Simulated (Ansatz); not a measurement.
B₃PH₁₀, relaxed as a singlet with RKS B3LYP-D4/def2-SVP in Ansatz, starting from the GFN1-xTB geometry. Force threshold 0.02 eV/Å.

Start:

```
atom    x (Å)    y (Å)    z (Å)
  B1  -0.8258  -1.2886  -0.7587
  B2  -1.3106   0.4479   0.4922
  H3  -1.6577  -0.8450   0.1025
  B4   0.0251   0.6798  -0.4763
  P5   1.7325   0.5834   0.5286
  H6   0.1585  -0.4570  -1.1657
  H7  -1.4163  -1.4624  -1.7693
  H8  -0.2182  -2.1698  -0.2487
  H9  -2.3150   1.0149   0.1918
 H10  -1.1602   0.2496   1.6635
 H11   0.1824   1.4883  -1.3452
 H12   2.0016   1.6971   1.2864
 H13   1.8209  -0.3559   1.5258
 H14   2.9830   0.4178  -0.0269
```

```tsv
step	energy (eV)	largest force component (eV/Å)	SCF passes
1	-11475.8542	1.468	14
2	-11476.1493	1.086	18
3	-11476.3839	0.781	17
4	-11476.5207	1.225	18
5	-11476.5711	0.985	18
6	-11476.6299	0.155	17
7	-11476.6315	0.122	18
8 (rejected)	-11476.6214	0.231	17
9	-11476.6364	0.098	18
10	-11476.6372	0.073	18
11	-11476.6380	0.080	19
12	-11476.6391	0.025	18
13	-11476.6394	0.051	18
14	-11476.6396	0.034	12
15	-11476.6398	0.013	18
```

Force components are those of the run's own axes.

End:

```xyz
14

B    -0.870   -1.115   -0.553
B    -1.297    0.314    0.380
H    -1.769   -0.901    0.437
B     0.168    0.402   -0.742
P     1.639    0.465    0.530
H     0.552   -0.318   -1.646
H    -1.520   -1.369   -1.536
H    -0.167   -1.992   -0.101
H    -2.197    1.023    0.006
H    -0.891    0.500    1.514
H     0.015    1.523   -1.170
H     1.624    1.549    1.436
H     1.747   -0.637    1.407
H     2.966    0.555    0.038
```

Bonds formed: B1–B2, B1–B4 (atoms count from 1).

No frequencies were taken in this run, so the end may be a saddle point.

It took 15 s on 4 threads of Arm Neoverse V2 on a shared host.
